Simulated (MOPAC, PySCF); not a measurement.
C$_{9}$H$_{10}$SSi, SMILES `Cc1c([SiH3])ccc2ccsc12`, neutral singlet in the gas phase. 

Cartesian coordinates (Å):
```xyz
21

C      0.9298     2.1026    -0.0519
C      0.3634     0.7050    -0.0217
C      1.1988    -0.4279    -0.1052
Si     3.0657    -0.2538    -0.2589
C      0.6313    -1.7257    -0.0737
C     -0.7372    -1.9287     0.0380
C     -1.5912    -0.8148     0.1228
C     -3.0260    -0.7698     0.2431
C     -3.5105     0.5024     0.2990
S     -2.2655     1.7211     0.2100
C     -1.0192     0.4861     0.0910
H      1.4860     2.2863    -0.9860
H      0.1464     2.8694     0.0228
H      1.6335     2.2647     0.7812
H      3.6672    -1.6162    -0.3257
H      3.6479     0.4760     0.9077
H      3.4481     0.5053    -1.4878
H      1.2902    -2.5954    -0.1393
H     -1.1521    -2.9392     0.0602
H     -3.6557    -1.6595     0.2847
H     -4.5510     0.8123     0.3896
```
Charge 0, spin multiplicity 1.

All levels are single points at this geometry (B3LYP-D3(BJ)/def2-SVP); Pople sets use spherical d functions. Orbital energies aren't observables, and empty levels follow the basis.

```tsv
level	HOMO (eV)	LUMO (eV)	gap (eV)	dipole (D)	vertical IE, Delta-SCF (eV)
M06-2X/def2-TZVP in PySCF	-7.30	-0.42	6.89	0.96	8.12
B3LYP/6-311+G** in PySCF	-6.14	-1.32	4.82	0.95	–
B3LYP/LANL2DZ in PySCF	-6.05	-1.07	4.98	0.76	–
BP86/6-31G* in PySCF	-5.27	-1.71	3.55	1.11	–
M06-2X/6-31G* in PySCF	-7.13	-0.11	7.01	1.01	–
PBE/6-31G* in PySCF	-5.18	-1.62	3.55	1.11	7.55
SVWN5/6-31G* in PySCF	-5.31	-1.79	3.53	1.05	7.72
PM3 in MOPAC	-8.54	-0.44	8.10	0.90	–
PM6 in MOPAC	-8.49	-0.60	7.90	0.16	–
```
